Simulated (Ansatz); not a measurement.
Geometry optimisation, UKS PBE/def2-SVP (Ansatz 0.2.0).

input.yaml

```yaml
crystal:
  periodic: [false, false, false]
  atoms:
    - { symbol: Ti, position_ang: [0.0, 0.0, 0.0] }
    - { symbol: F, position_ang: [0.0, 0.0, 2.08] }
    - { symbol: "N", position_ang: [1.9426, 0.0, -0.686] }
    - { symbol: H, position_ang: [2.4408, -0.918, -0.8667] }
    - { symbol: H, position_ang: [2.4438, 0.918, -0.8582] }
    - { symbol: F, position_ang: [-0.8619, 1.4933, -0.6094] }
    - { symbol: F, position_ang: [-0.8619, -1.4933, -0.6094] }
    - { symbol: Cl, position_ang: [0.0, 0.0, 3.88] }
magnetization:
  spin_polarized: true
  initial_magnetization: 1
basis:
  gaussian: { orbitals: def2-SVP }
hamiltonian:
  xc: pbe
relax:
  f_tol: 0.15
  max_steps: 25
  restrain:
    - { distance: [1, 7], at: 2.7, k: 30.0 }
    - { distance: [0, 1], at: 1.83, k: 30.0 }
output:
  orbitals: {}
```

Command:

```bash
$ ansatz run input.yaml --threads 4 --pin off --max-ram 5120MiB --backend cpu --events-out ev --progress --plain --runs-dir out
```

Problem. Where does it end, and by what steps?

Solution. The forces met the threshold. The restraints hold the end off the free minimum; the threshold counts their pulls, which the force column leaves out. Restrained pairs: F2–Cl8 (1.80 → 2.70 Å), Ti1–F2 (2.08 → 1.80 Å). After 6 steps the energy has fallen by 2.275 eV (the restraints' own energy left out); Cl8 moved furthest, 0.53 Å.

```tsv
step	energy less start (eV)	largest force component (eV/Å)	accepted
0	0.0000	6.287	yes
1	-1.6550	3.108	yes
2	-2.1958	0.974	yes
3	-2.2682	0.576	yes
4	-2.2669	0.902	yes
5	-2.2741	0.684	yes
6	-2.2750	0.753	yes
```

```xyz
8
Properties=species:S:1:pos:R:3
Ti 0.013 -0.003 -0.102
F -0.098 0.004 1.699
N 1.788 -0.002 -0.651
H 2.352 -0.844 -0.821
H 2.356 0.844 -0.777
F -0.722 1.467 -0.702
F -0.720 -1.471 -0.704
Cl 0.134 0.005 4.389
```

The run took 26 s on 4 threads of Arm Neoverse V2, with other jobs on the host, peak memory 0.29 GiB.
